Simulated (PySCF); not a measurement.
# Polarisability and C₆ of Cr²⁺ (chromium, charge +2)

[Ar] 3d4, high-spin 5D determinant. Computed with PySCF 2.14 in aug-cc-pVTZ with one added diffuse shell each of s, p, d, f, g type (9s8p6d4f3g, 118 functions), with the non-relativistic Hamiltonian (point nucleus). Coupled (time-dependent) response in atomic units; α is the mean over directions.

```json
{"method": "TPSS", "mean α (bohr³)": "4.496", "α xx, yy, zz": "4.181, 4.181, 5.124", "C₆ (like pair)": "13.50", "S(−4)": "13.49"}
```

S(−4) is the Cauchy moment in α(ω) = α(0) + S(−4) ω² + …

α(iu) at TPSS:

```
u (hartree)  α(iu) (bohr³)
          0          4.496
     0.0500          4.462
      0.100          4.368
      0.200          4.055
      0.300          3.681
      0.500          3.016
      0.750          2.419
       1.00          1.997
       1.50          1.434
       2.00          1.075
       3.00         0.6606
       5.00         0.3174
```

A single London oscillator, α(iu) = α/(1 + u²/ω²), gives C₆ = (3/4) ω α². Matching the computed C₆ needs ω = 4 × 13.50 / (3 × 4.496²) = 0.890 hartree.

For an ion, C₆ is the dispersion term alone; charge-induced terms of lower order in 1/R come first.

The components differ because the open shell of this determinant is not spherical; for a pure term their mean is the scalar polarisability.
